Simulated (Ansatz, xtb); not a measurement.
# Two isomers of CH3FOSi

Structure I: `C[Si](=O)F`, a singlet. Structure II: `CO[Si]F`, a singlet. Both are isolated molecules in the gas phase, relaxed with B3LYP/6-31G*; the shapes shown needn't be the lowest conformers.

I (Å):

```xyz
7

C    -1.7545    1.5309   -1.3455
F    -1.0532   -0.9322   -2.4416
O    -0.6491   -0.8200    0.2817
Si   -1.0916   -0.1792   -1.0277
H    -1.1093    2.0562   -2.0581
H    -1.8054    2.0999   -0.4148
H    -2.7544    1.4684   -1.7887
```

II (Å):

```xyz
7

C    -1.9478    1.3637   -1.5559
F    -0.1375   -0.2212    0.1925
O    -1.4555    0.0902   -1.9763
Si   -0.4540   -0.9841   -1.2191
H    -1.6322    2.1199   -2.2817
H    -1.5725    1.6298   -0.5635
H    -3.0417    1.3292   -1.5367
```

Energies in hartree; the thermal terms are from B3LYP/6-31G* harmonic frequencies (ideal gas, rigid rotor, one conformer each, 1000 K, 1 atm) and include the zero-point energy:

|  | I | II |
| --- | --- | --- |
| E, CCSD(T)/def2-TZVP | −503.846311 | −503.825848 |
| zero-point energy | 0.043602 | 0.045240 |
| H(1000 K) − E | 0.078066 | 0.078866 |
| G(1000 K) − E | −0.085125 | −0.083035 |

Work out ΔE, ΔE₀, ΔH and ΔG for I → II in kcal/mol (1 Eh = 627.51 kcal/mol) and the equilibrium ratio [II]/[I].

1. ΔE = −503.825848 − (−503.846311) = +0.020463 Eh = +12.84 kcal/mol.
2. ΔE₀ = ΔE + ΔZPE = +0.020463 + (+0.001638) Eh = +13.87 kcal/mol.
3. ΔH = ΔE + (+0.000800) Eh = +13.34 kcal/mol.
4. ΔG = ΔE + (+0.002090) Eh = +14.15 kcal/mol, so ΔS = (ΔH − ΔG)/T = −3.4 J/(mol K).
5. kT = 3.1668 mEh, so K = [II]/[I] = exp(−ΔG/kT) = exp(−7.12) ≈ 8.1 × 10^−4.

Structure I is favoured at this temperature. An error of 1 kcal/mol in ΔG would change K by a factor of 1.7. HF/STO-3G gave ΔE the other sign. Mirror images and further conformers aren't counted.

As drawn, II has 1 C–O, 1 O–Si in place of 1 C–Si, 1 O=Si.

Other levels gave ΔE = +28.2 (GFN2-xTB); −33.6 (HF/STO-3G, GFN2-xTB geometries); +10.4 (r2SCAN-D4/def2-SVP, GFN2-xTB geometries); +6.6 (B3LYP/6-31G*); +7.5 (HF/def2-TZVP); +18.2 (MP2/def2-TZVP) kcal/mol. The correlated steps freeze 8 core orbitals. Programs: Ansatz 0.2.0, xtb 6.7.1.
